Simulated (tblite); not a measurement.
Compound: C8H15N.
Atom-mapped SMILES: `[CH3:1][CH2:2]/[C:3]([CH3:4])=[C:5]([CH3:6])\[CH:7]=[N:8]/[CH3:9]` (hydrogens: H10, H11, H12 on C1; H13, H14 on C2; H15, H16, H17 on C4; H18, H19, H20 on C6; H21 on C7; H22, H23, H24 on C9)

The geometry is computed with GFN2-xTB (gas phase).

Question: Give the optimised bond lengths and angles.

Answer: 
```tsv
bond	length (pm)	order
C1–C2	153.1	single
C2–C3	150.3	single
C3–C4	150.1	single
C3=C5	133.7	double
C5–C6	150.5	single
C5–C7	147.9	single
C7=N8	125.9	double
N8–C9	143.3	single
C1–H10, C1–H11, C1–H12	108.8	single
C2–H13, C2–H14	109.2	single
C4–H15, C4–H16, C4–H17	108.9	single
C6–H18, C6–H19, C6–H20	109.0	single
C7–H21	108.9	single
C9–H22, C9–H23, C9–H24	109.3	single
```

Bonds in one row agree within 1 pm and their mean is given. Orders are formal, as drawn. A selection of angles:
```tsv
angle	degrees
C2–C1–H10	110.1
C2–C1–H12	110.6
H10–C1–H11	108.5
H10–C1–H12	108.6
C1–C2–C3	111.0
C1–C2–H13	108.6
C3–C2–H13	110.1
H13–C2–H14	108.2
C2–C3–C4	117.1
C2–C3–C5	121.7
C4–C3–C5	121.1
C3–C4–H15	110.5
C3–C4–H16	110.9
H15–C4–H16	107.3
H16–C4–H17	108.5
C3–C5–C6	122.2
C3–C5–C7	121.8
C6–C5–C7	116.0
C5–C6–H18	110.1
C5–C6–H19	111.3
H18–C6–H19	107.5
H19–C6–H20	108.7
C5–C7–N8	129.1
C5–C7–H21	116.0
N8–C7–H21	114.9
C7–N8–C9	122.0
N8–C9–H22	108.5
N8–C9–H23	107.3
N8–C9–H24	114.6
H22–C9–H23	107.5
H22–C9–H24	109.3
```

Torsions: C1–C2–C3–C4 92° (anticlinal); C2–C3–C5–C6 178° (antiperiplanar); C3–C5–C7–N8 122° (anticlinal); C5–C7–N8–C9 -4° (synperiplanar). The mirror-image conformer, all signs reversed, is as good.

The C–N distances run from 1.259 Å (C7=N8, drawn double) to 1.433 Å (N8–C9, drawn single), a spread of 0.174 Å. Of the pairs four or more bonds apart, C7···H13 is among the closest relative to their van der Waals radii: 2.58 Å, 89 % of the sum of Bondi's values. The C–C distances run from 1.337 Å (C3=C5, drawn double) to 1.531 Å (C1–C2, drawn single), a spread of 0.194 Å.

Point group: C1 (no symmetry element, even within 0.4 Å). Its GFN2-xTB frequencies are all real (lowest 36 cm⁻¹). The numbers are those of one conformer. 2 starts were optimised and ended at 0.00 and 0.20 kcal/mol (GFN2-xTB); the lowest of these is shown.

Time: 1.4 s of wall time. Hardware: Arm Neoverse V1, one thread, shared host. That covers the optimisation of the geometry.
